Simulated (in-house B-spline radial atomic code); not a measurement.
Cu¹¹⁺. Computed with a B-spline radial atomic code. Model: all-electron spherical atom, spin shells full or empty, radial basis limit, no spin-orbit coupling: exact exchange with a local potential (Slater, KLI or optimised effective potential, whose far tail is KLI's), no correlation.

Exchange potential has not reached -1/r at the last radius.

The run also made RPA and GW results, which its time includes.

The Slater potential averages the orbital exchange potentials with the orbital densities as weights, KLI adds orbital constants, and the optimised effective potential minimises the exact-exchange energy among local potentials. So their energies lie above Hartree-Fock in the order OEP, KLI, Slater. All fall off as −1/r, unlike LDA and GGA exchange.

Command:
```bash
python run_gw.py task.json out
```
Settings (nuclear radius in fm, other lengths in bohr, energies in hartree):
```
Z                      29
electrons              18
configuration          [Ne] 3s2 3p6
hamiltonian            x2c
method                 oep
lmax                   9
rms_radius             3.8823
spin_polarised         False
box_radius             6.2
intervals              96
```

Cost of the run: 4.6 s on 1 thread of Arm Neoverse N1, with other jobs on the host.

Given: hamiltonian one-electron scalar X2C; mean-field start exchange-only OEP.

Computed: energy above Hartree-Fock 6.1004 millihartree.

```csv
radius (bohr),r times exchange potential (hartree bohr)
0.00172,-0.042879
0.00208,-0.0518
0.00251,-0.062419
0.00303,-0.075192
0.00366,-0.090547
0.00442,-0.10888
0.00533,-0.13051
0.00644,-0.15638
0.00777,-0.18653
0.00938,-0.22167
0.0113,-0.26152
0.0137,-0.30797
0.0165,-0.35727
0.0199,-0.40997
0.024,-0.46321
0.029,-0.51356
0.035,-0.5542
0.0423,-0.57734
0.051,-0.57395
0.0616,-0.54536
0.0743,-0.52988
0.0897,?
0.108,-0.73275
0.131,-0.88307
0.158,-0.99778
0.19,-1.0669
0.23,-1.0709
0.277,-0.95806
0.335,-0.75182
0.404,-0.89199
0.488,-1.1859
0.589,-1.3415
0.711,?
0.858,-1.3915
1.04,-1.325
1.25,-1.245
1.51,-1.1729
```

Q: What belongs in the row 0.0897?

A: r times exchange potential (hartree bohr): -0.59445.

Q: What belongs in the row 0.711?

A: r times exchange potential (hartree bohr): -1.4041.

| occupied | level (hartree) | Hartree-Fock level (hartree) |
| --- | --- | --- |
| 1s | -337.55 | -344.39 |
| 2s | -51.869 | -53.804 |
| 2p | -46.501 | -47.928 |
| 3s | ? | ? |
| 3p | -13.528 | -13.528 |

Q: What belongs in the row 3s?

A: level (hartree): -15.19; Hartree-Fock level (hartree): -15.529.

| empty | level (hartree) |
| --- | --- |
| 3d | -10.985 |
| 4s | -6.9756 |
| 4p | -6.3803 |
| 4d | ? |
| 4f | -4.8349 |

Q: What belongs in the row 4d?

A: level (hartree): -5.5087.

The highest level, 3p, differs from Hartree-Fock by -0.0094 eV and the deepest, 1s, by +186 eV: a local potential can match the highest level but can't give each shell its own exchange.
